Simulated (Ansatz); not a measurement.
B₉N₉ (started as a model of: (BN)9 cage of four- and six-membered rings). The state is a triplet with charge 0. Geometry PBE-D4/def2-SVP, that of the neutral singlet; atoms count from 1.

```xyz
18

B    -0.5892    0.2925    1.8630
N    -0.6590    1.5593    1.0989
B    -1.6624    0.6805    0.3995
N    -1.8084   -0.4102    1.4251
B    -0.7114   -1.3564    1.0201
N     0.4325   -0.7785    1.8112
B     1.5280   -0.3254    0.9726
N     1.8876    1.1252    0.8004
B     0.5769    1.7117    0.3519
N     0.7015    1.5137   -1.1357
B     1.7711    0.6475   -0.5888
N     1.7930   -0.8241   -0.4234
B    -0.3412    0.6632   -1.6825
N    -1.6796    0.4337   -1.0316
N    -0.5881   -1.9041   -0.3193
B     0.6099   -1.3738   -1.0619
N    -0.0791   -0.7150   -2.2255
B    -1.1819   -0.9400   -1.2740
```

At PBE0-D4/def2-SVP a singlet of charge 0 lies 5.36 eV below the triplet at the same geometry.

Question: Estimate the Mulliken populations from the PBE0/def2-SVP orbitals of Ansatz.

Answer: 
| atom | charge (e) | spin (α − β) |
| --- | --- | --- |
| B1 | 0.13 | 0.01 |
| N2 | -0.10 | 0.02 |
| B3 | 0.10 | 0.01 |
| N4 | -0.11 | 0.03 |
| B5 | 0.10 | 0.01 |
| N6 | -0.10 | 0.02 |
| B7 | 0.03 | 0.23 |
| N8 | 0.00 | 0.70 |
| B9 | 0.03 | 0.23 |
| N10 | -0.07 | 0.15 |
| B11 | 0.11 | 0.21 |
| N12 | -0.07 | 0.15 |
| B13 | 0.06 | 0.10 |
| N14 | -0.10 | -0.01 |
| N15 | -0.10 | -0.01 |
| B16 | 0.06 | 0.10 |
| N17 | -0.10 | 0.03 |
| B18 | 0.15 | 0.03 |
Mulliken values depend strongly on the basis.

Question: Where does the spin sit?

Answer: Summed by element: B 0.92, N 1.08, of 2 unpaired in all. Largest on single atoms: N8 0.70, B9 0.23, B7 0.23.

Question: And the Mayer bond orders between heavy atoms (over 0.3)?

Answer: B1–N2 1.02 (1.48 Å); B1–N4 0.97 (1.47 Å); B1–N6 1.02 (1.48 Å); N2–B3 1.08 (1.51 Å); N2–B9 1.16 (1.45 Å); B3–N4 1.08 (1.50 Å); B3–N14 1.18 (1.45 Å); N4–B5 1.08 (1.50 Å); B5–N6 1.08 (1.51 Å); B5–N15 1.18 (1.45 Å); N6–B7 1.16 (1.45 Å); B7–N8 0.92 (1.50 Å); B7–N12 1.05 (1.51 Å); N8–B9 0.92 (1.50 Å); N8–B11 0.87 (1.47 Å); B9–N10 1.05 (1.51 Å); N10–B11 0.98 (1.48 Å); N10–B13 1.15 (1.45 Å); B11–N12 0.98 (1.48 Å); N12–B16 1.15 (1.45 Å); B13–N14 1.09 (1.51 Å); B13–N17 1.09 (1.50 Å); N14–B18 1.01 (1.48 Å); N15–B16 1.09 (1.51 Å); N15–B18 1.01 (1.48 Å); B16–N17 1.09 (1.50 Å); N17–B18 0.96 (1.47 Å).
